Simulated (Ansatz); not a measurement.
`[F][InH][SeH]` + `[CH3][AlH][C](=N)O` → `[CH3][AlH][C](=N)[SeH]` + `[OH][InH][F]`  (redistribution)

Isolated molecules relaxed with PBE0-D4/def2-TZVP in Ansatz; ΔE leaves out vibrations. CBS: MP2 limit from def2 TZ/QZ plus the TZ coupled-cluster correction, frozen cores. Elements past krypton have def2 core potentials. For In, Se outer-core shells are correlated without core-valence functions, which leaves a few kJ/mol of doubt a bond. Scalar relativity is left out up to krypton. Each species was taken in one conformer, which may not be the lowest.

| species | SCS-MP2/def2-QZVPP energy (Eh) |
| --- | --- |
| `[F][InH][SeH]` | -2691.03668 |
| `[CH3][AlH][C](=N)O` | -451.47683 |
| `[CH3][AlH][C](=N)[SeH]` | -2776.72006 |
| `[OH][InH][F]` | -365.75980 |

**Question.** Work out ΔE.

**Answer.** ΔE = (-2776.72006) + (-365.75980) − (-2691.03668) − (-451.47683) = 0.03365 Eh = +88.3 kJ/mol. CCSD(T)/CBS gives +92.4 kJ/mol.

Largest T1 diagnostic among the species: 0.017.

From PBE to PBE0 (25 % exact exchange), in def2-TZVPP and without D4, ΔE moves by +11.8 kJ/mol. The D4 term adds −5.8 kJ/mol with B3LYP and −3.1 kJ/mol with PBE0; it sums over pairs of atoms, weighted by their polarisabilities, and B3LYP, whose exchange is more repulsive, gets the larger term. In def2-TZVPP, CCSD(T) changes the Hartree–Fock value by −33.7 kJ/mol (the triples alone add −5.5 kJ/mol) and MP2 by −37.2 kJ/mol.

B3LYP here is the variant with VWN-RPA as its local correlation; programs differ in this.
